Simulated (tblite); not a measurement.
Start geometry of `C=Cc1ccnn1CC` from a force field or distance geometry (Å):
```
atom  x, y, z in Å
C1    -2.632   -0.549   -1.075
C2    -1.384   -0.644   -0.647
C3    -0.753    0.391    0.104
C4    -1.146    1.687    0.430
C5    -0.075    2.213    1.179
N6     0.923    1.348    1.303
N7     0.495    0.247    0.653
C8     1.375   -0.911    0.648
C9     2.258   -0.961   -0.589
H10   -3.266    0.323   -0.884
H11   -3.094   -1.357   -1.641
H12   -0.837   -1.562   -0.868
H13   -2.077    2.174    0.194
H14    0.022    3.198    1.608
H15    0.749   -1.808    0.723
H16    1.984   -0.874    1.562
H17    2.908   -1.832   -0.556
H18    2.883   -0.070   -0.652
H19    1.657   -1.005   -1.500
```

Question: What comes out of this run: GFN2-xTB geometry optimisation, gas phase in tblite 0.8.0?

Answer: 
```
atom  x, y, z in Å
C1    -2.5349   -0.5255   -1.2079
C2    -1.3916   -0.6820   -0.5484
C3    -0.7239    0.3679    0.1795
C4    -1.1305    1.6620    0.4846
C5    -0.0800    2.2061    1.2219
N6     0.8987    1.3297    1.3656
N7     0.5049    0.2253    0.7448
C8     1.4011   -0.8971    0.6793
C9     2.1344   -0.9515   -0.6599
H10   -3.0404    0.4233   -1.2498
H11   -3.0015   -1.3432   -1.7288
H12   -0.9109   -1.6517   -0.5366
H13   -2.0535    2.1346    0.2203
H14    0.0040    3.1847    1.6508
H15    0.8436   -1.8230    0.8494
H16    2.1187   -0.7630    1.4918
H17    2.8262   -1.7896   -0.6722
H18    2.6960   -0.0330   -0.8109
H19    1.4297   -1.0645   -1.4810
```

The energy falls by 8.3 kJ/mol over 79 L-BFGS steps, the largest force on an atom goes from 1.49 to 0.009 eV/Å, and the atoms move by 0.182 Å rms after alignment. The bond that changes most is N6–N7 (pyridine-type nitrogen to pyrrole-type nitrogen), which shortens by 0.021 Å. Bonds longer at the end by more than 0.005 Å: 3 of 19; shorter: 12. Among the angles that change most is C3–C2–H12, from 119.7° to 116.2°. Among the dihedrals that turn most is C1–C2–C3–C4, from -8° to 8°. Rotational constants go from 2148, 1615, 985.8 to 2104, 1677, 1007 MHz. The orientation of the end geometry is arbitrary; only internal coordinates are fixed.

Its GFN2-xTB frequencies are all real (lowest 54 cm⁻¹). One conformer, not necessarily the lowest.

The numbers are calculated, not measured.
